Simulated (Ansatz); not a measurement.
`[SiH3][SnH2][SH]` + `[NH2][Al]([NH2])[OH]` → `[NH2][Al]([NH2])[O][SiH3]` + `[SH][SnH3]`  (cleavage of the Si–Sn bond)

Computed with Ansatz on PBE0-D4/def2-TZVP structures; ΔE is electronic, products minus reactants. CCSD(T)/CBS is the MP2 limit (def2-TZVPP, def2-QZVPP) plus CCSD(T) − MP2 in def2-TZVPP, frozen cores. This one scheme is used for every species. DFT in def2-TZVPP. HSE06 is defined as in plane-wave codes. Elements past krypton have def2 core potentials. For Sn outer-core shells are correlated without core-valence functions, which leaves a few kJ/mol of doubt a bond. One conformer a species, not always the lowest.

`[SiH3][SnH2][SH]`:

```xyz
9

Si    0.489   -1.311   -1.011
Sn   -0.675    0.438    0.452
S     1.060    1.983    1.108
H     1.107   -0.643   -2.185
H    -0.508   -2.308   -1.481
H     1.540   -2.001   -0.220
H    -1.366   -0.222    1.871
H    -1.886    1.314   -0.379
H     0.238    2.749    1.844
```

`[NH2][Al]([NH2])[OH]`:

```xyz
9

N     0.953    1.162   -0.823
Al    0.132   -0.215   -0.091
N    -1.252    0.008    0.987
O     0.739   -1.753   -0.474
H     0.714    2.130   -0.691
H     1.742    1.076   -1.441
H    -1.646    0.899    1.241
H    -1.762   -0.733    1.437
H     0.380   -2.573   -0.144
```

`[NH2][Al]([NH2])[O][SiH3]`:

```xyz
12

N     1.886    0.091    1.313
Al    0.210    0.244    0.792
N    -1.045    0.880    1.851
O    -0.205   -0.232   -0.770
Si   -0.602   -0.695   -2.266
H     2.244    0.342    2.219
H     2.625   -0.269    0.733
H    -0.911    1.193    2.797
H    -2.010    0.978    1.584
H     0.221   -1.861   -2.691
H    -2.037   -1.087   -2.331
H    -0.376    0.416   -3.232
```

`[SH][SnH3]`:

```xyz
6

S     1.503   -0.824   -0.727
Sn   -0.424    0.418    0.001
H     1.444   -1.693    0.295
H    -0.138    1.048    1.560
H    -1.787   -0.607    0.021
H    -0.598    1.659   -1.149
```

Task: Is it downhill or uphill in electronic energy at CCSD(T)/CBS, and by how much? (Estimate.)

Result: The calculation gave: Downhill: ΔE = -0.83 eV.

Task: What do these levels give: revPBE-D4, BLYP-D4, r2SCAN-D4, B97M-V, HSE06-D4, revPBE, r2SCAN, LC-ωPBE, CCSD/def2-SVP, CCSD(T)/def2-SVP, MP2/def2-QZVPP, MP2/CBS(def2)? (Best estimate.)

Result: The calculation gave: revPBE-D4 -0.66, BLYP-D4 -0.82, r2SCAN-D4 -0.84, B97M-V -0.99, HSE06-D4 -0.73, revPBE -0.65, r2SCAN -0.84, LC-ωPBE -0.85, CCSD/def2-SVP -0.91, CCSD(T)/def2-SVP -0.89, MP2/def2-QZVPP -0.86, MP2/CBS(def2) -0.83 eV.

Largest T1 diagnostic among the species: 0.013.

From BLYP to BHLYP (50 % exact exchange), in def2-TZVPP and without D4, ΔE moves by −0.19 eV. Leaving LDA and LC-ωPBE aside and taking each functional with its dispersion term where it has one, the values, not all of them listed here, spread over 0.35 eV, from B97M-V to PBE-D4. LDA lies −0.04 eV from PBE without D4.
